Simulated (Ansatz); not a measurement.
Isolated molecules relaxed with PBE0-D4/def2-TZVP in Ansatz; ΔE leaves out vibrations. CBS: MP2 limit from def2 TZ/QZ plus the TZ coupled-cluster correction, frozen cores. Functionals use def2-TZVPP. Elements past krypton have def2 core potentials. For Sn outer-core shells are correlated without core-valence functions, which leaves a few kJ/mol of doubt a bond. One conformer a species, not always the lowest.

Reaction (isomerisation): `[CH3][SnH]([OH])[F]` → `FC[O][SnH3]`

CCSD(T)/CBS gives +2.14 eV.

(1) Another level gave +1.89 eV. Which?
A. SCS-MP2/def2-TZVPP
B. LDA (SPW92)/def2-TZVPP
C. BLYP-D4/def2-TZVPP
D. BHLYP-D4/def2-TZVPP

Largest T1 diagnostic among the species: 0.013.

Results:

(1) D. BHLYP-D4 1.89, SCS-MP2/def2-TZVPP 2.04, BLYP-D4 1.94, LDA (SPW92) 1.70 eV.

From BLYP to BHLYP (50 % exact exchange), in def2-TZVPP and without D4, ΔE moves by −0.07 eV. In def2-TZVPP, CCSD(T) changes the Hartree–Fock value by +0.17 eV (the triples alone add +0.02 eV) and MP2 by +0.35 eV. At CCSD(T), def2-SVP lies −0.58 eV from the extrapolated value and def2-TZVPP −0.18 eV.
